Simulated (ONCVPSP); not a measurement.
Transferability test, ONCV potential for Cr (Z = 24)

```
Element                 : chromium
Generator               : ONCVPSP 4.0.1
Type                    : optimised norm-conserving Vanderbilt (ONCV)
Functional              : PBE
Relativity              : scalar-relativistic
Frozen core             : [Ne]
Valence charge          : 14
Reference configuration : 3s2 3p6 3d5 4s1
Partial waves           : 3s+4s: rc 1.20 bohr, ncon 5, nbas 9, qcut 12.5 1/bohr, 2 projectors; 3p: rc 1.50 bohr, ncon 5, nbas 9, qcut 9.1 1/bohr, 2 projectors, debl 1.9 Ha; 3d: rc 1.45 bohr, ncon 4, nbas 9, qcut 9 1/bohr, 1 projector
Local potential         : polynomial inside 1.10 bohr (lpopt 5, dvloc0 2 Ha)
Core correction         : Teter function, fcfact 2, rcfact 1.6
```

Energies are relative to the spin-unpolarised reference configuration 3s2 3p6 3d5 4s1; without spin polarisation the order of configurations can differ from experiment. Not all tests gave a result: 1 of 4 tests not solved or not reliable.

```csv
valence configuration,charge,ΔE all-electron (eV),error AE − PS (meV)
3s2 3p6 3d5 4s0,+1,6.902,+2.0
3s2 3p6 3d4 4s0,+2,22.954,-5.2
3s2 3p6 3d5 4s0 4p1,0,3.122,+0.7
```
